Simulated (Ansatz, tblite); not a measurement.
Isomers of B8N⁺ (singlet), found by a short tight-binding search and relaxed with PBE0-D4/def2-SVP in Ansatz.

The xTB rows come from tblite. Correlated methods freeze 9 core orbitals.

Run but left out: HF/def2-TZVPP (A: restricted singlet, unstable towards broken spin symmetry).

A: The restricted singlet is unstable towards broken spin symmetry in Hartree–Fock (as tested in another run); at PBE-D4/def2-TZVP, r2SCAN-D4/def2-TZVP, PBE0-D4/def2-TZVP, CAM-B3LYP-D4/def2-TZVP and others this wasn't settled. At CCSD(T)/def2-TZVPP T1 of the charge 1 singlet is large (up to 0.031), so the single-reference result is doubtful. At CCSD(T)/def2-TZVPP the restricted singlet (for correlated methods, its reference) is unstable: a solution with broken spin symmetry lies lower. B: At CCSD(T)/def2-TZVPP T1 of the charge 1 singlet is large (up to 0.021), so the single-reference result is doubtful. C: The restricted singlet is unstable towards broken spin symmetry in Hartree–Fock (as tested in another run); at PBE-D4/def2-TZVP, r2SCAN-D4/def2-TZVP, PBE0-D4/def2-TZVP, CAM-B3LYP-D4/def2-TZVP and others this wasn't settled. At CCSD(T)/def2-TZVPP T1 of the charge 1 singlet is large (up to 0.031), so the single-reference result is doubtful. At CCSD(T)/def2-TZVPP the restricted singlet (for correlated methods, its reference) is unstable: a solution with broken spin symmetry lies lower.

Other spin states were run for one of them alone.

A:

```xyz
9

N    -0.173   -1.688   -1.546
B     0.520   -0.563    1.064
B     0.595    0.967    2.235
B    -0.648   -0.624   -2.169
B     1.034   -0.464    2.529
B     0.193   -1.350   -0.330
B    -0.943    0.933   -1.979
B    -0.592    1.569   -0.619
B     0.015    1.220    0.814
```

B:

```xyz
9

N    -1.108    1.692   -1.497
B    -0.005    0.953   -1.622
B    -1.342    1.295   -0.244
B     1.494   -1.383   -0.156
B    -0.396   -0.899    1.790
B    -1.056    0.352    1.056
B     0.865   -1.679    1.258
B     1.045   -0.186   -1.108
B     0.502   -0.143    0.523
```

C:

```tsv
atom	x (Å)	y (Å)	z (Å)
N1	0.102	-0.155	-0.361
B2	0.487	-0.741	-1.730
B3	-1.027	-0.557	-1.284
B4	1.170	0.730	1.684
B5	2.252	0.299	0.668
B6	-0.323	0.491	1.147
B7	-1.914	0.401	0.956
B8	1.578	-0.279	-0.669
B9	-2.324	-0.189	-0.412
```

Question: Estimate which lies lowest at each level, and how far above it the others are (kJ/mol).

Answer: 
```json
{"level": "GFN1-xTB", "A": "0.0", "B": "56.6", "C": "98.7"}
{"level": "GFN2-xTB", "A": "0.0", "B": "34.8", "C": "116.0"}
{"level": "PBE-D4/def2-TZVP", "A": "246.9", "B": "0.0", "C": "508.4"}
{"level": "r2SCAN-D4/def2-TZVP", "A": "256.4", "B": "0.0", "C": "527.9"}
{"level": "PBE0-D4/def2-TZVP", "A": "266.5", "B": "0.0", "C": "526.8"}
{"level": "CAM-B3LYP-D4/def2-TZVP", "A": "241.1", "B": "0.0", "C": "512.8"}
{"level": "ωB97X-V/def2-TZVP", "A": "266.9", "B": "0.0", "C": "524.1"}
{"level": "MP2/def2-TZVPP", "A": "291.7", "B": "0.0", "C": "559.7"}
{"level": "CCSD/def2-TZVPP", "A": "245.8", "B": "0.0", "C": "508.9"}
{"level": "CCSD(T)/def2-TZVPP", "A": "248.3", "B": "0.0", "C": "514.2"}
```
Point groups (tolerance 0.1 Å): A Cs, B Cs, C C2v. Lower isomers may exist.
